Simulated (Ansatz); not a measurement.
Mulliken charges of CH4FGeNS (`[F][Ge@H]1[NH][C@@H]1S`) from r2SCAN/def2-TZVPP in Ansatz (PBE0-D4/def2-TZVP geometry).

```tsv
atom	x (Å)	y (Å)	z (Å)	charge (e)
F1	-0.113	-0.402	2.584	-0.370
Ge2	-0.170	0.572	1.145	0.561
N3	1.194	0.293	-0.049	-0.407
C4	-0.030	-0.380	-0.520	-0.013
S5	-0.539	0.200	-2.139	-0.132
H6	-0.532	1.994	1.537	0.020
H7	1.999	-0.306	0.081	0.154
H8	-0.072	-1.465	-0.431	0.101
H9	-1.649	-0.553	-2.226	0.085
```

Task: By hand: the dipole of these point charges (1 e Å = 4.8032 D).

Result: Σ q r = (-0.318, 0.127, -0.194) e Å, of length 0.394 e Å = 1.89 D.

Task: How does the dipole of the full density compare? (Estimate.)

Result: Ansatz gave: (-0.128, -0.098, 0.031) e Å, 0.79 D; the point charges give 2.39 times that, at 70° from its direction.

Point charges leave out the atoms' own dipoles, such as those of lone pairs, and Mulliken's split depends on the basis, so the two needn't agree.
